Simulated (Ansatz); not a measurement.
`CCOBF` → `OBF` + `C=C` at 298.15 K and 1 bar (alkene loss).

Gas-phase electronic energies from Ansatz, PBE0-D4/def2-TZVP geometries. CCSD(T)/CBS adds triple-zeta CCSD(T) − MP2 to the extrapolated MP2 energy (def2 sets, frozen cores). This one scheme is used for every species. Each species was taken in one conformer, which may not be the lowest.

```
species  CCSD(T)/CBS energy (Eh)  H − E (kJ/mol)  S (J/(mol·K))
`CCOBF`               -279.58002           246.9          323.4
  `OBF`               -201.07426            91.0          252.9
  `C=C`                -78.48111           144.6          218.9
```

H − E and S are ideal-gas, rigid-rotor, harmonic terms from PBE0-D4/def2-TZVP, for one conformer and one mirror image of each species. 1 Eh = 2625.50 kJ/mol, R = 8.31446 J/(mol·K).

**Question.** By hand: ΔE, ΔH, ΔS and ΔG.

**Answer.** ΔE = (-201.07426) + (-78.48111) − (-279.58002) = 0.02465 Eh = 64.7 kJ/mol. Δ(H − E) = 91.0 + 144.6 − 246.9 = -11.3, so ΔH = 53.4 kJ/mol. ΔS = 252.9 + 218.9 − 323.4 = 148.4 J/(mol·K). ΔG = 53.4 − 298.15 × (148.4)/1000 = 9.2 kJ/mol.

**Question.** By hand: the equilibrium constant, and the temperature at which ΔG would vanish if ΔH and ΔS stayed fixed.

**Answer.** log₁₀ K = −ΔG/(RT ln 10) = -1.6. ΔG = 0 at ΔH/ΔS = 360 K.

The number of gas molecules changes by +1, which sets the sign of ΔS. A doubt of 5 kJ/mol in ΔE shifts log₁₀ K by 0.9 here. Other conformers and mirror images would add mixing entropy, several J/(mol·K) or more a flexible species. These are equilibria of isolated gas molecules and say nothing of rates. Largest T1 diagnostic: 0.013 (customary marks: 0.02 for closed shells, 0.045 for open ones).
